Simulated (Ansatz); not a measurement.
Frontier orbitals of C$_{4}$H$_{4}$F$_{6}$O, SMILES `FCC(F)C(F)(F)OC(F)F`.

The species carries charge 0 and has multiplicity 1. The geometry is a stationary point of PBE0-D4/def2-TZVP. It is one conformer, not always the lowest. Basis def2-TZVPP, Ansatz 0.2.0.

Orbital energies of one run (eV). Highest occupied ones, from the top: -8.16, -8.42, -8.54, -9.01, -9.36, -9.84, -9.99, -10.19, -10.29, -10.68, -10.82, -11.05, -11.19, -11.63. Empty: 0.00, 0.69, 1.00, 1.34, 1.72, 1.87.

Q: Which functional gave them?
A. LC-ωPBE
B. revPBE
C. ωB97M-V
D. r2SCAN

A: B. HOMO energies: revPBE -8.16, LC-ωPBE -12.88, r2SCAN -8.68, ωB97M-V -12.49 eV.

LC-ωPBE has ω = 0.4 bohr⁻¹.
